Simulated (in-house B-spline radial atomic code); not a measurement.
Configurations of the gadolinium ion Gd⁺, with energies counted from [Xe] 4f7 5d1 6s1. Level of theory: scalar-relativistic (X2C) r2SCAN0, spin-polarised, spherical fractional occupations, exact exchange averaged over the configuration, Fermi nucleus of rms radius 5.1569 fm; calculated with a B-spline radial code for spherical atoms. Shells without spins written out take the highest spin.

Occupations are held fixed; configurations that lie above the ionisation limit could autoionise.

```tsv
configuration	E - E(ref) (eV)	highest orbital	its <r> (bohr)
[Xe] 4f7 5d1 6p1	3.6965	6p up	4.602
[Xe] 4f7 5f1 6s1	9.4067	5f up	8.051
[Xe] 4f6 5d1 6s1 6p1	15.024	6p up	4.11
[Kr] 4d10 4f7 5s2 5p5 5d1 6s1 7f1	35.781	7f up	21.67
```

Order these further configurations by energy, lowest first.
A. [Kr] 4d10 4f7 5s2 5p5 5d1 5f1 6s1
B. [Xe] 4f6 5d1 6s2
C. [Kr] 4d10 4f7 5s2 5p5 5d1 6s1 7p1
D. [Xe] 4f6 5d1 6s1 7s1

B (12.579 eV), D (19.296 eV), C (32.798 eV), A (33.801 eV).
